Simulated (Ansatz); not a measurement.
The cluster Ge2Te3, relaxed as a singlet with RKS B3LYP-D4/def2-SVP in Ansatz, starting from the GFN2-xTB geometry. Force threshold 0.02 eV/Å.

In the def2 sets Te takes a core potential; there is no spin–orbit coupling. Another isomer (singlet) lies 0.29 eV lower at PBE0-D4/def2-TZVP; other spin states weren't run for this one.

Start:

```xyz
5

Ge   -0.3782    0.5521   -1.9438
Ge    1.2929   -0.2474    0.5932
Te   -0.6847   -0.2394    2.3197
Te   -0.5595    1.7233    0.4112
Te    0.3296   -1.7886   -1.3803
```

**Question.** Estimate the energy that the relaxation releases and the steps that it takes.

**Answer.** 5.1 kcal/mol, in 9 steps; 39 s on 4 threads of Arm Neoverse V1 on a shared host. No frequencies were taken in this run, so the end may be a saddle point.

**Question.** Does the start keep its bonding?

**Answer.** By distances, no bond broke or formed. The bond that changes most is Ge1–Te4, from 2.64 to 2.81 Å (atoms count from 1).

**Question.** Predict the relaxed structure.

**Answer.** 
```xyz
5

Ge   -0.571    0.508   -2.064
Ge    1.431   -0.302    0.749
Te   -0.760   -0.259    2.285
Te   -0.478    1.790    0.430
Te    0.378   -1.737   -1.400
```
Bond lengths: 5 × Ge–Te 2.53 to 2.85 Å; 1 × Te–Te 2.78 Å.
